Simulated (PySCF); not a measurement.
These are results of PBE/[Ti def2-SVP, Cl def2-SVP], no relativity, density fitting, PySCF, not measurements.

```xyz
4
charge 1 multiplicity 1, angstrom
Ti    0.0000    0.4891    0.0000
Cl   -0.0015   -0.2243    1.9949
Cl    1.7284   -0.2243   -0.9961
Cl   -1.7269   -0.2243   -0.9988
```

[TiCl3]+ (singlet), along the line from Ti1 (at 0) through Cl2 (at 2.119 Å).

Q: Tabulate the fields along this line at -0.64, -0.53, -0.42, -0.32, -0.21, -0.11, 0.11, 0.21, 0.32, 0.42, 0.53, 0.64, 0.74, 0.85, 0.95, 1.06, 1.17, 1.27, 1.38, 1.48, 1.59, 1.69, 1.80, 1.91, 2.01, 2.22, 2.33, 2.44, 2.54, 2.65, 2.75, 2.86, 2.97, 3.07, 3.18, 3.28, 3.39 Å.

A: 
```csv
distance (Å),electron density (e/Å³),electron localisation function,electrostatic potential (V)
-0.64,3.02,0.846,55.3
-0.53,5.57,0.873,85.3
-0.42,8.85,0.765,144
-0.32,12.3,0.205,264
-0.21,47.1,0.505,543
-0.11,365,0.746,1620
0.11,366,0.75,1620
0.21,46.9,0.522,544
0.32,11.4,0.167,265
0.42,8.15,0.695,145
0.53,5.18,0.812,86.4
0.64,2.9,0.739,55.9
0.74,1.62,0.528,39.2
0.85,1.01,0.306,29.7
0.95,0.785,0.253,24.4
1.06,0.773,0.384,22
1.17,0.908,0.632,22.5
1.27,1.16,0.784,26.1
1.38,1.5,0.805,34.3
1.48,1.83,0.661,49.3
1.59,2.15,0.249,75.2
1.69,3.25,0.0879,120
1.80,11.6,0.504,205
1.91,57.5,0.862,415
2.01,199,0.388,1290
2.22,200,0.394,1280
2.33,57.8,0.862,414
2.44,11.6,0.493,204
2.54,3.22,0.0917,119
2.65,2.05,0.276,74
2.75,1.64,0.726,47.4
2.86,1.23,0.878,31.4
2.97,0.847,0.898,21.5
3.07,0.554,0.882,15.4
3.18,0.355,0.842,11.5
3.28,0.227,0.773,9
3.39,0.147,0.681,7.36
```

On a grid of 0.11 Å the density has a local minimum along the bond near 1.06 Å from Ti, at 0.77 e/Å³, where the ELF is 0.38.
